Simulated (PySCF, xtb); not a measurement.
AlAsFH3O, SMILES [F][Al]([AsH2])[OH].

GFN2-xTB in xtb at its own geometry gives an orbital gap of 4.15 eV and a dipole moment of 2.02 D.

Coordinates come from a PBE-D3(BJ)/def2-SVP optimisation. The structure was generated by enumeration; whether it is a known compound was not checked. The values are those of a single conformer.

Problem. What does PBE0/def2-TZVP run with PySCF give? (Estimate from the structure and the level; the computed values follow.)

Solution. gap 7.02 eV (levels -7.82 and -0.80 eV), dipole 0.71 D.
